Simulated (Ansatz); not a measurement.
This geometry of Cl2HInO + H2 (7 atoms, charge 0, multiplicity 1) is a first-order saddle point.

These are results of RKS PBE/def2-SVP (Ansatz 0.2.0), not measurements.

```xyz
7
Properties=species:S:1:pos:R:3
In 0.080 0.224 -0.067
O 0.091 0.052 2.070
H -0.734 -0.264 2.494
Cl 2.056 -0.392 -1.176
Cl -2.043 0.063 -1.073
H 0.271 2.022 0.966
H 0.146 1.378 1.669
```

Question: Which two structures does it join? (They come from a converged band through this point; their orientation in space is the band's.)

Answer: Bonds broken: H6–H7. Bonds formed: In1–H6, O2–H7. Cl2HInO + H2 becomes Cl2H3InO.

Image 0:

```xyz
7
Properties=species:S:1:pos:R:3
In -0.004 -0.239 0.104
O 0.033 -0.482 2.102
H -0.889 -0.474 2.430
Cl 1.996 -0.363 -1.110
Cl -2.039 0.071 -1.045
H 0.414 2.528 0.903
H 0.355 2.043 1.501
```

Image 6:

```xyz
7
Properties=species:S:1:pos:R:3
In 0.316 0.820 -0.205
O 0.021 0.069 2.029
H -0.873 -0.297 1.804
Cl 1.949 -0.685 -1.020
Cl -1.911 -0.130 -0.331
H 0.523 2.525 -0.068
H -0.159 0.781 2.676
```

Question: How far does it lie above each of them?

Answer: 12.4 kcal/mol above the first and 32.8 kcal/mol above the second. This is the barrier of this one path; another mechanism may lie lower. The orbitals stay closed-shell, which can raise the energy where a bond breaks towards radicals; this wasn't checked here.

Time of the run: 97 s on 2 threads of Arm Neoverse V1, on a shared host, peak memory 0.14 GiB.
